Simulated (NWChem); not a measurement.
System meant: CH4F2Ge; SMILES [F][GeH]([F])[CH3]

Here is an NWChem input.

```
start job
memory heap 200 mb stack 900 mb global 1100 mb
geometry units angstroms noautoz
  Ge     0.000103    -0.051590     0.241599
  C     -0.001592     1.758792    -0.404756
  F     -1.368046    -0.881505    -0.426544
  F      1.369027    -0.879203    -0.427811
  H      0.000985    -0.322004     1.748707
  H     -0.879438     2.297855    -0.021313
  H      0.911020     2.277742    -0.079109
  H     -0.037286     1.748781    -1.503112
end
basis spherical
  * library def2-svp
end
dft
  xc xpbe96 cpbe96
  iterations 4
  mulliken
end
task dft energy
```

End of the output:

```
    Atom       Charge   Shell Charges
 -----------   ------   -------------------------------------------------------
    1 Ge  32    31.51   2.00  2.00  1.93  0.74  0.31  5.99  5.81  1.28  0.77  7.81  2.06  0.81
    2 C    6     6.20   1.96  0.58  0.33  1.87  1.41  0.04
    3 F    9     9.19   1.98  1.02  0.77  3.20  2.22  0.01
    4 F    9     9.19   1.98  1.02  0.77  3.20  2.22  0.01
    5 H    1     1.07   0.62  0.42  0.03
    6 H    1     0.95   0.62  0.26  0.07
    7 H    1     0.95   0.62  0.26  0.07
    8 H    1     0.94   0.62  0.26  0.07

 center of mass
 --------------
 x =   0.00005140 y =  -0.11915112 z =   0.02727643

 moments of inertia (a.u.)
 ------------------
         350.711802581862          -0.000000000000          -0.000000000000
          -0.000000000000         325.917210693871          -0.000000000000
          -0.000000000000          -0.000000000000         544.607843549223

     Multipole analysis of the density
     ---------------------------------

     L   x y z        total         alpha         beta         nuclear
     -   - - -        -----         -----         ----         -------
     0   0 0 0     -0.000000    -30.000000    -30.000000     60.000000

     1   1 0 0     -0.000683     -0.000342     -0.000342     -0.000000
     1   0 1 0      1.108702      0.554351      0.554351      0.000000
     1   0 0 1      0.397377      0.198688      0.198688      0.000000

     2   2 0 0    -28.013802    -77.066253    -77.066253    126.118705
     2   1 1 0     -0.000487      0.005900      0.005900     -0.012288
     2   1 0 1      0.001382     -0.000953     -0.000953      0.003288
     2   0 2 0    -24.882423    -94.841496    -94.841496    164.800569
     2   0 1 1     -0.879758      3.133396      3.133396     -7.146551
     2   0 0 2    -24.752386    -32.799077    -32.799077     40.845769

 ------------------------------------------------------------------------
 dft energy failed                                                                                  0
 ------------------------------------------------------------------------
 ------------------------------------------------------------------------
  current input line :
    21: task dft energy
 ------------------------------------------------------------------------
 ------------------------------------------------------------------------
 This type of error is most commonly associated with calculations not reaching convergence criteria
 ------------------------------------------------------------------------
 For more information see the NWChem manual at https://nwchemgit.github.io

0:dft energy failed:Received an Error in Communication
```

**Question.** What is wrong, and how is it mended?

**Answer.** Convergence was not reached. Cause: the SCF was allowed too few iterations. This input runs:
```
start job
memory heap 200 mb stack 900 mb global 1100 mb
geometry units angstroms noautoz
  Ge     0.000103    -0.051590     0.241599
  C     -0.001592     1.758792    -0.404756
  F     -1.368046    -0.881505    -0.426544
  F      1.369027    -0.879203    -0.427811
  H      0.000985    -0.322004     1.748707
  H     -0.879438     2.297855    -0.021313
  H      0.911020     2.277742    -0.079109
  H     -0.037286     1.748781    -1.503112
end
basis spherical
  * library def2-svp
end
dft
  xc xpbe96 cpbe96
  iterations 150
  mulliken
end
task dft energy
```
It converges to -2316.26708 Ha (PBE/def2-SVP).
